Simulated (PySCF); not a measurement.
## NMR data sheet: C$_{8}$H$_{14}$Si

| Property | Result |
| --- | --- |
| Formula | C8H14Si |
| SMILES | C#C[C@@H]1C[C@H](C)[C@H]1[SiH2]C |
| InChI | InChI=1S/C8H14Si/c1-4-7-5-6(2)8(7)9-3/h1,6-8H,5,9H2,2-3H3/t6-,7+,8+/m0/s1 |
| Point group of the computed structure | C1 |
| Degrees of unsaturation | 3 |
| Carbon signals | 8 |
| Proton signals | 10 |

Atom-mapped SMILES (the numbers label the heavy atoms): `[CH:1]#[C:2][C@@H:3]1[CH2:4][C@H:5]([CH3:6])[C@H:7]1[SiH2:8][CH3:9]`. Each H is labelled by its parent atom. Ha(C4) is cis to C2 on the ring; Ha(Si8) is pro-R; Hb(Si8) is pro-S; Hb(C4) is trans to C2 on the ring.

PySCF calculation with NMR shieldings at PBE0/pcSseg-1/GIAO and coordinates at the GFN2-xTB level; one computed conformer, averaged over atoms made equivalent by symmetry, fast rotation or ring inversion, isolated molecule, relativity neglected.

Scale: ¹H (31.72 ppm) and ¹³C (186.93 ppm) and ²⁹Si (349.16 ppm) against TMS (reference shieldings calculated alike).

| carbon | δC, type | δH (multiplicity) | HMBC from (2–3 bonds) | span of the C tensor (ppm) |
| --- | --- | --- | --- | --- |
| C1 | 76.5, CH | 1.72 (d) | H(C3) | 192 |
| C2 | 94.6, C | – | Hb(C4), H(C3), Ha(C4), H(C1), H(C7) | 312 |
| C3 | 23.3, CH | 2.58 (m) | Ha(Si8), Hb(Si8), Hb(C4), H(C5), Ha(C4), H(C1), H(C7) | 28 |
| C4 | 38.9, CH2 | Hb(C4) 2.60 (m); Ha(C4) 1.84 (m) | H(C3), H(C5), H(C7), H(C6) | 40 |
| C5 | 30.9, CH | 1.94 (m) | Ha(Si8), Hb(Si8), Hb(C4), H(C3), Ha(C4), H(C7), H(C6) | 25 |
| C6 | 26.0, CH3 | 1.16 (d) | Hb(C4), H(C5), Ha(C4), H(C7) | 43 |
| C7 | 36.7, CH | 1.45 (m) | Ha(Si8), Hb(Si8), Hb(C4), H(C3), H(C5), Ha(C4), H(C6), H(C9) | 39 |
| C9 | -8.3, CH3 | 0.19 (m) | Ha(Si8), Hb(Si8), H(C7) | 11 |

Other nuclei:
```
  atoms  nucleus                          environment  δ (ppm)  σ (ppm)
Ha(Si8)       ¹H  hydrogen on a silicon bonded to 2 C     4.23    27.49
Hb(Si8)       ¹H  hydrogen on a silicon bonded to 2 C     3.99    27.73
    Si8     ²⁹Si           silicon bonded to 2 C, 2 H    -36.7    385.8
```

1. Carbon types of the structure: 1 × C, 4 × CH, 1 × CH2, 2 × CH3, leaving 2 H on heteroatoms.
2. δC 94.6: alkyne carbon; the triple bond shields along its axis, which puts it between sp3 and sp2 carbons.
3. δC 76.5: terminal alkyne carbon; sp carbons lie upfield of alkene carbons because the cylindrical π system leaves one tensor component strongly shielded.
4. δC 38.9: sp3 CH2 in a ring; a saturated carbon with 2 carbon neighbours and no heteroatom attached.
5. δC 26.0: methyl carbon; aliphatic region, no heteroatom directly attached.
6. δH 1.72: hydrogen on a terminal alkyne carbon; it lies on the axis of the triple bond, in its shielding cone.

Shifts are as computed. Against solution values, carbons near 30 ppm lie about +3 ppm off and those near 130 ppm about +5 ppm. Of 1309 compounds with measured shifts, 239 miss one by over three times the rms of a fit or turn the order of signals round; such compounds aren't used in these exercises. No couplings were computed; multiplicities are counted from neighbouring protons, with m where these are inequivalent, close in shift, in a saturated or five-membered ring or joined by F or P, and br s for small geminal =CH2 splittings.
